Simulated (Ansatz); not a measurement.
Isolated molecules relaxed with PBE0-D4/def2-TZVP in Ansatz; ΔE leaves out vibrations. CBS: MP2 limit from def2 TZ/QZ plus the TZ coupled-cluster correction, frozen cores. This one scheme is used for every species. DFT in def2-TZVPP. B3LYP here is the variant with VWN-RPA as its local correlation; programs differ in this. For Ge outer-core shells are correlated without core-valence functions, which leaves a few kJ/mol of doubt a bond. Scalar relativity is left out up to krypton. One conformer a species, not always the lowest.

`F[SiH](Cl)[GeH3]` + `[CH3][Al]([OH])[F]` → `[CH3][Al]([F])[O][GeH3]` + `F[SiH2]Cl`  (cleavage of the Ge–Si bond)

```csv
level,ΔE (kJ/mol),difference from CCSD(T)/CBS
PBE-D4,-4.3,19.7
r2SCAN-D4,-19.1,4.9
PBE0-D4,-11.1,12.9
B3LYP-D4,-22.8,1.2
ωB97X-V,-26.8,-2.8
ωB97M-V,-24.3,-0.3
B2PLYP,-30.9,-6.9
PBE,-5.8,18.2
r2SCAN,-19.2,4.8
PBE0,-12.5,11.5
B3LYP,-25.4,-1.4
HF/def2-TZVPP,-55.1,-31.1
MP2/def2-TZVPP,-34.1,-10.1
SCS-MP2/def2-TZVPP,-41.6,-17.6
CCSD/def2-TZVPP,-33.0,-9.0
CCSD(T)/def2-TZVPP,-30.9,-6.9
HF/def2-QZVPP,-56.9,-32.9
MP2/def2-QZVPP,-30.8,-6.8
SCS-MP2/def2-QZVPP,-38.8,-14.8
HF/CBS(def2),-57.1,-33.1
MP2/CBS(def2),-27.3,-3.3
CCSD/CBS(def2),-26.2,-2.2
CCSD(T)/CBS,-24.0,0
```

Largest T1 diagnostic among the species: 0.012.

In def2-TZVPP, CCSD(T) changes the Hartree–Fock value by +24.2 kJ/mol (the triples alone add +2.1 kJ/mol) and MP2 by +21.0 kJ/mol. From PBE to PBE0 (25 % exact exchange), in def2-TZVPP and without D4, ΔE moves by −6.6 kJ/mol.
